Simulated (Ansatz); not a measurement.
Ansatz results at the PBE0-D4/def2-TZVP geometry: LUMO energy (B3LYP/def2-TZVPP) -1.64 eV; LUMO energy (PBE/def2-TZVPP) -2.44 eV; HOMO energy (B3LYP/def2-TZVPP) -7.55 eV.

Each molecule was computed in one conformer, which needn't be the lowest.

**Question.** Which molecule gave them?
A. `CB/C=C/O`
B. `CBC(C)=O`
C. `CSC=N`
D. `BCC1CO1`

**Answer.** D. The others give `CSC=N`: -0.40, -1.19, -6.65; `CB/C=C/O`: -1.34, -2.06, -7.02; `CBC(C)=O`: -1.12, -1.87, -6.80.

B3LYP here is the variant with VWN-RPA as its local correlation; programs differ in this.
